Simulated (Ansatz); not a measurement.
Reaction (ligand exchange at the Si–Cl bond): `F[Si](F)(S)Cl` + CH₃OH → `CO[Si](F)(F)S` + HCl

Isolated molecules relaxed with PBE0-D4/def2-TZVP in Ansatz; ΔE leaves out vibrations. CBS: MP2 limit from def2 TZ/QZ plus the TZ coupled-cluster correction, frozen cores. This one scheme is used for every species. Functionals use def2-TZVPP. One conformer a species, not always the lowest.

`F[Si](F)(S)Cl`:

```xyz
6

F     0.181    0.398    1.682
Si   -0.361    0.210    0.213
F    -1.353    1.398   -0.085
S     1.165    0.331   -1.218
Cl   -1.377   -1.536    0.186
H     1.745   -0.801   -0.779
```

CH₃OH:

Cartesian coordinates in Å:
```
C -0.281 0.186 -0.115
O 0.711 -0.239 0.791
H -0.883 0.937 0.399
H -0.945 -0.631 -0.421
H 0.144 0.649 -1.014
H 1.253 -0.902 0.360
```

`CO[Si](F)(F)S`:

Cartesian coordinates in Å:
```
C -0.494 1.563 -0.231
O 0.133 0.334 -0.561
Si -0.040 -1.062 0.218
F 0.017 -0.779 1.778
F -1.454 -1.724 -0.035
S 1.397 -2.448 -0.418
H -1.542 1.553 -0.540
H -0.436 1.763 0.842
H 0.026 2.356 -0.769
H 2.395 -1.557 -0.284
```

HCl:

```xyz
2

Cl   -0.064    0.580   -0.261
H     0.064   -0.580    0.261
```

```csv
species,r2SCAN energy (Eh)
`F[Si](F)(S)Cl`,-1348.36875
CH₃OH,-115.70575
`CO[Si](F)(F)S`,-1003.29493
HCl,-460.78587
```

Question: Work out ΔE.

Answer: ΔE = (-1003.29493) + (-460.78587) − (-1348.36875) − (-115.70575) = -0.00630 Eh = -0.17 eV. CCSD(T)/CBS gives -0.22 eV.

Largest T1 diagnostic among the species: 0.012.

At CCSD(T), def2-SVP lies −0.03 eV from the extrapolated value and def2-TZVPP −0.04 eV. From BLYP to BHLYP (50 % exact exchange), in def2-TZVPP and without D4, ΔE moves by −0.08 eV. In def2-TZVPP, CCSD(T) changes the Hartree–Fock value by +0.04 eV (the triples alone add +0.02 eV) and MP2 by +0.08 eV.
